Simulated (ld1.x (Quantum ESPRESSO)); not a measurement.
## Pt: excitation energies, all-electron against PAW

ld1.x (Quantum ESPRESSO) 7.5 input, shortened:

```
&input
   title='Pt', zed=78., rel=1, dft='PBESOL', iswitch=3,
   config='[Xe] 4f14 5d9 6s1 6p0'
 /
 &inputp
   pseudotype=3, lpaw=.true., tm=.true., lloc=-1, rcloc=1.20,
   nlcc=.true., new_core_ps=.true.,
   which_augfun='PSQ', rmatch_augfun_nc=.true.
 /
8
6S  1  0   1.00   0.00  2.20  3.00  0.0
6S  1  0   0.00   3.10  2.20  3.00  0.0
6P  2  1   0.00   0.00  2.80  3.60  0.0
6P  2  1   0.00   3.55  2.80  3.60  0.0
5D  3  2   9.00   0.00  1.10  1.50  0.0
5D  3  2   0.00   3.55  1.10  1.50  0.0
4F  4  3  14.00   0.00  0.85  1.10  0.0
4F  4  3   0.00  -2.25  0.85  1.10  0.0
 &test
   configts(1)='4f14 5d9 6s1 6p0'
 /
```

Energies are relative to the spin-unpolarised reference configuration 4f14 5d9 6s1 6p0; without spin polarisation the order of configurations can differ from experiment. Not all tests gave a result: 3 of 7 tests not solved or not reliable. Left out of the table: 4f14 5d8 6s0 6p0 (solver errors, printed error -7468 eV); 4f14 5d7 6s0 6p0 (solver errors, printed error -7167 eV); 4f14 5d6 6s0 6p0 (solver errors, printed error -6851 eV).

Its overlap operator is not positive definite in a basis up to 400 Ry (lowest eigenvalue s -0.68, p -0.18), so the file is unfit for use: the generalised eigenproblem breaks down once the basis is large enough, and its test numbers describe a broken file.

| valence configuration | charge | ΔE all-electron (eV) | error AE − PS (meV) |
| --- | --- | --- | --- |
| 4f14 5d9 6s0 6p0 | +1 | 9.225 | -5.3 |
| 4f14 5d10 6s0 6p0 | 0 | -0.011 | -18 |
| 4f14 5d8 6s2 6p0 | 0 | 0.988 | -16 |
| 4f14 5d9 6s0 6p1 | 0 | 5.134 | -1.9 |

Levels in the configuration 4f14 5d10 6s0 6p0:

```tsv
level	all-electron (eV)	pseudo (eV)
4f	-67.645	-67.496
5d	-4.478	-4.466
```

The ghost test of this file was not conclusive.
